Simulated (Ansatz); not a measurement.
Coupled-cluster diagnostics for the cluster Tl₃Cl₃⁺, Ansatz.

Geometry of the doublet (PBE-D4/def2-SVP):

```xyz
6

Tl   -2.110   -2.111    0.771
Tl    2.040   -0.343    0.959
Tl   -0.655    1.270   -1.138
Cl   -1.032    0.567    1.481
Cl    1.823    2.017   -0.806
Cl   -0.065   -1.401   -1.267
```

In the def2 sets Tl takes a core potential; there is no spin–orbit coupling. Correlated methods freeze 27 core orbitals; core or outer-core shells of Tl are correlated, in sets that lack core-valence functions. The structure comes from a short search, and lower isomers may exist.

(1) Estimate the CCSD(T) correlation energy, the shares of MP2 and (T), T1 and the reference's ⟨S²⟩ for: charge 1, doublet, own geometry in def2-SVP; and the rough time on 4 threads of Arm Neoverse V2 on a shared host.

Answers

(1) 
| state | basis | correlation (eV) | MP2 share (%) | (T) share (%) | T1 | ⟨S²⟩ (pure) | wall time |
| --- | --- | --- | --- | --- | --- | --- | --- |
| charge 1, doublet, own geometry | def2-SVP | -18.313 | 87.7 | 3.0 | 0.014 | 0.77 (0.75) | 2 min |
Customary marks for T1 are 0.02 (closed shells), 0.045 (open shells) and about 0.05 (3d metals). T1 stays under 0.02 throughout.
